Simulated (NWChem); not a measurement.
System meant: CAuO cation; SMILES [O+]#[C-]->[Au+]

Input file for NWChem:

```
start job
memory heap 200 mb stack 900 mb global 1100 mb
charge 1
geometry units angstroms noautoz
  Au    -0.273504    -0.213409    -0.225694
  O      1.736817     1.354378     1.433197
  C      0.986770     0.769450     0.814268
end
basis spherical
  * library def2-svp
end
ecp
  Au library def2-ecp
end
dft
  xc b3lyp
  iterations 150
end
tddft
  cis
  nroots 4
  notriplet
end
task tddft energy
```

End of the output:

```
 Vector   19  Occ=0.000000D+00  E=-3.016588D-01  Symmetry=e
              MO Center= -1.5D-10,  1.7D-10,  1.3D+00, r^2= 2.7D+00
   Bfn.  Coefficient  Atom+Function         Bfn.  Coefficient  Atom+Function
  ----- ------------  ---------------      ----- ------------  ---------------
    51      0.390833  3 C  py                50      0.338940  3 C  px
    54      0.338450  3 C  py                37     -0.300256  2 O  py
    53      0.293512  3 C  px                40     -0.288725  2 O  py
    36     -0.260390  2 O  px                39     -0.250390  2 O  px
    14      0.211964  1 Au py                17     -0.188015  1 Au d -1

 center of mass
 --------------
 x =   0.00000000 y =   0.00000000 z =  -0.12602371

 moments of inertia (a.u.)
 ------------------
         603.003187943188           0.000000000000           0.000000000000
           0.000000000000         603.003187943188           0.000000000000
           0.000000000000           0.000000000000           0.000000000000

     Multipole analysis of the density
     ---------------------------------

     L   x y z        total         alpha         beta         nuclear
     -   - - -        -----         -----         ----         -------
     0   0 0 0      1.000000    -16.000000    -16.000000     33.000000

     1   1 0 0     -0.000000     -0.000000     -0.000000      0.000000
     1   0 1 0      0.000000      0.000000      0.000000      0.000000
     1   0 0 1     -0.022769    -21.818466    -21.818466     43.614164

     2   2 0 0    -22.012156    -11.006078    -11.006078      0.000000
     2   1 1 0      0.000000      0.000000      0.000000      0.000000
     2   1 0 1      0.000000      0.000000      0.000000      0.000000
     2   0 2 0    -22.012156    -11.006078    -11.006078      0.000000
     2   0 1 1      0.000000      0.000000      0.000000      0.000000
     2   0 0 2    -15.810993   -138.582586   -138.582586    261.354179

 ------------------------------------------------------------------------
 tddft_init: non-Abelian symmetry not permitted                   0
 ------------------------------------------------------------------------
 ------------------------------------------------------------------------
  current input line :
    24: task tddft energy
 ------------------------------------------------------------------------
 ------------------------------------------------------------------------
 There is an error related to the specified geometry
 ------------------------------------------------------------------------
 For more information see the NWChem manual at https://nwchemgit.github.io

0:tddft_init: non-Abelian symmetry not permitted:Received an Error in Communication
```

Question: What is wrong, and how is it mended?

Answer: The run crashed. Cause: the TDDFT module takes Abelian point groups alone, and the geometry was found to have a non-Abelian one. This input runs:
```
start job
memory heap 200 mb stack 900 mb global 1100 mb
charge 1
geometry units angstroms noautosym nocenter noautoz
  Au    -0.273504    -0.213409    -0.225694
  O      1.736817     1.354378     1.433197
  C      0.986770     0.769450     0.814268
end
basis spherical
  * library def2-svp
end
ecp
  Au library def2-ecp
end
dft
  xc b3lyp
  iterations 150
end
tddft
  cis
  nroots 4
  notriplet
end
task tddft energy
```
It converges to -248.71090 Ha (B3LYP/def2-SVP with def2 effective core potentials on Au, TDA).
